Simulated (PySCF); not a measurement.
Species: C₇H₆.
Cartesian coordinates in Å at the GFN2-xTB level; atoms count from 1:
```xyz
13
C7H6 angstrom
C     -3.6466    0.7468   -0.3350
C     -2.8676   -0.3305   -0.3944
C     -1.4673   -0.2806   -0.3236
C     -0.2566   -0.2554   -0.2571
C      1.0954   -0.2189   -0.1857
C      2.3013   -0.1867   -0.1209
C      3.7402   -0.1474   -0.0486
H     -4.7189    0.6695   -0.3884
H     -3.2335    1.7366   -0.2315
H     -3.2939   -1.3222   -0.5007
H      4.1276   -1.1178    0.2638
H      4.0595    0.6085    0.6697
H      4.1558    0.0986   -1.0265
```

Vertical excitations from PySCF (density fitting, frozen core in the response, grid level 2 and gas phase unless stated; continuum runs use non-equilibrium linear response for the excitations) on a GFN2-xTB geometry. Reference run:

```json
{"settings": "PBE0/def2-SVPD, full TDDFT, 6 singlets", "S1, eV (f)": "4.04 (0.000)", "S2, eV (f)": "4.40 (0.196)", "S3, eV (f)": "4.59 (0.000)", "S4, eV (f)": "6.17 (1.142)", "S5, eV (f)": "6.27 (0.001)", "S6, eV (f)": "6.50 (0.001)", "T1, eV (Tamm–Dancoff)": "2.86", "mean α (au)": "102.0"}
```

Problem. What do these settings give: KT3/def2-SVP, full TDDFT, 6 singlets?

Solution. 
| settings | S1, eV (f) | S2, eV (f) | S3, eV (f) | S4, eV (f) | S5, eV (f) | S6, eV (f) | T1, eV (Tamm–Dancoff) | mean α (au) |
| --- | --- | --- | --- | --- | --- | --- | --- | --- |
| KT3/def2-SVP, full TDDFT, 6 singlets | 3.77 (0.000) | 4.19 (0.182) | 4.40 (0.000) | 5.67 (0.066) | 6.09 (1.213) | 6.14 (0.000) | 2.78 | 93.6 |

S1 moves by -0.27 eV; functional and basis change together, so the shift can't be laid on one. States are counted by energy in each run and needn't keep their character from row to row.

KT3 was designed for NMR shieldings or shifts; total energies of different functionals aren't comparable.

Problem. Which orbital pairs make up S1 in each run, and how does it sit against the orbital gap?

Solution. 
| settings | S1 configurations (weight) | S1 (eV) | orbital gap (eV) | S1 − gap (eV) |
| --- | --- | --- | --- | --- |
| PBE0/def2-SVPD, full TDDFT, 6 singlets | H−1→L 0.96 | 4.04 | 5.17 | -1.13 |
| KT3/def2-SVP, full TDDFT, 6 singlets | H−1→L 1.00 | 3.77 | 3.44 | +0.33 |

